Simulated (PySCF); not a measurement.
## Gas-phase thermal properties of InF₃

Energies from PySCF (xtb for GFN2), thermal terms from the rigid-rotor harmonic-oscillator model, ideal gas at 1 bar. All species are closed-shell singlets. In: scalar-relativistic def2 core potential, no spin-orbit coupling. The harmonic model lacks anharmonicity and excited electronic states, which grow with temperature; levels with a mode under 35 cm⁻¹ are left out.

```tsv
level	point group	σ	ZPE (kJ/mol)	S°298 (J/mol/K)	Cp298 (J/mol/K)	S°1000 (J/mol/K)	H1000 − H298 (kJ/mol)
GFN2-xTB	D3h	6	7.5	332.5	77.9	430.6	57.2
PBE/def2-SVP	D3h	6	13.0	312.9	70.4	406.6	55.1
PBE0/def2-TZVP	D3h	6	13.5	309.9	69.7	403.2	54.9
```
σ: rotational symmetry number. Electronic degeneracy used: 1. Frequencies are unscaled.
